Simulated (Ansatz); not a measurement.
`C[N](C)[AlH][OH]` + H₂ → `[OH][AlH2]` + `CNC` at 400 K and 1 bar (hydrogenolysis of the Al–N bond).

Program: Ansatz. Geometries: PBE0-D4/def2-TZVP. ΔE: electronic, gas phase. CCSD(T)/CBS is the MP2 limit (def2-TZVPP, def2-QZVPP) plus CCSD(T) − MP2 in def2-TZVPP, frozen cores. This one scheme is used for every species. One conformer a species, not always the lowest.

```tsv
species	CCSD(T)/CBS energy (Eh)	H − E (kJ/mol)	S (J/(mol·K))
`C[N](C)[AlH][OH]`	-452.88698	306.3	391.9
H₂	-1.17544	38.0	139.0
`[OH][AlH2]`	-319.03157	88.7	271.1
`CNC`	-135.00321	264.6	293.2
```

H − E and S are ideal-gas, rigid-rotor, harmonic terms from PBE0-D4/def2-TZVP, for one conformer and one mirror image of each species. For small species the MP2-based limit differs from directly extrapolated CCSD(T) by up to some mEh (0.8 for H₂); such offsets cancel only in part. 1 Eh = 2625.50 kJ/mol, R = 8.31446 J/(mol·K).

By hand: ΔE, ΔH, ΔS and ΔG.

ΔE = (-319.03157) + (-135.00321) − (-452.88698) − (-1.17544) = 0.02764 Eh = 72.6 kJ/mol. Δ(H − E) = 88.7 + 264.6 − 306.3 − 38.0 = 9.0, so ΔH = 81.6 kJ/mol. ΔS = 271.1 + 293.2 − 391.9 − 139.0 = 33.4 J/(mol·K). ΔG = 81.6 − 400 × (33.4)/1000 = 68.2 kJ/mol.

By hand: the equilibrium constant, and the temperature at which ΔG would vanish if ΔH and ΔS stayed fixed.

log₁₀ K = −ΔG/(RT ln 10) = -8.9. ΔG = 0 at ΔH/ΔS = 2443 K.

ΔH outweighs TΔS. A doubt of 5 kJ/mol in ΔE shifts log₁₀ K by 0.7 here. Other conformers and mirror images would add mixing entropy, several J/(mol·K) or more a flexible species. These are equilibria of isolated gas molecules and say nothing of rates. Largest T1 diagnostic: 0.012 (customary marks: 0.02 for closed shells, 0.045 for open ones).
